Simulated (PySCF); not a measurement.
**SrF: calculation against experiment**

**Measured values to compare with.**

From Liu, Meijer, Perez-Rios, Phys. Chem. Chem. Phys. 22 (2020) 24191, for the gas: dipole moment 3.4676 D.

How close the calculation comes is told at the end.

Species: SrF (doublet state).
SMILES with atom numbers: `[F:1][Sr:2]`

Structure used (PBE0-D3(BJ)/def2-SVP), in Å, numbered top down from 1:
```xyz
2
SrF angstrom
F      1.0529   -0.0474    0.0088
Sr    -1.0352    0.0186   -0.0209
```

Runs made with PySCF (gas phase, on this PBE0-D3(BJ)/def2-SVP geometry; no spin–orbit coupling):

| level | job | basis functions | wall time |
| --- | --- | --- | --- |
| PBE0-D3(BJ)/def2-SVP, grid level 1 | geometry optimisation from a GFN2-xTB start shaken at random | 37 | 6.2 s |

Hardware: one thread, Intel Xeon Platinum 8259CL at 2.50 GHz (x86_64), shared host.

Atoms past Kr carry def2 core potentials in the def2 sets.

**Comparison with experiment**

**Dipole moment.** Measured: 3.4676 D (Liu, Meijer, Perez-Rios, Phys. Chem. Chem. Phys. 22 (2020) 24191).

```
               level  computed (D)  computed − measured (D)  % (from the printed values)
PBE0-D3(BJ)/def2-SVP         3.301                   -0.167                           -5
```

The computed dipoles belong to one fixed geometry; measured ones are averaged over vibrations unless marked μe. Magnitudes are compared, not signs.

The geometry is computed, not the measured one. Where a level misses, the cause wasn't examined.
